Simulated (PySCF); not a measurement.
Harmonic spectrum computed at PBE in the def2-TZVP basis family (core potentials from Rb on, PySCF, no spin–orbit coupling):

| ω (cm⁻¹) | IR (km/mol, summed over degenerate members) | degeneracy |
| --- | --- | --- |
| 337 | 281 | 2 |
| 701 | 0.0 | 1 |
| 1523 | 346 | 1 |

Problem. Which molecule gave it? In each, all ligands are bound to the one heavy central atom.
A. CaF₂ (singlet)
B. CF₂ (singlet)
C. OF₂ (singlet)
D. BeF₂ (singlet)
E. GeF₂ (singlet)

Solution. D. It has D∞h symmetry with Be–F 1.391 Å (×2).
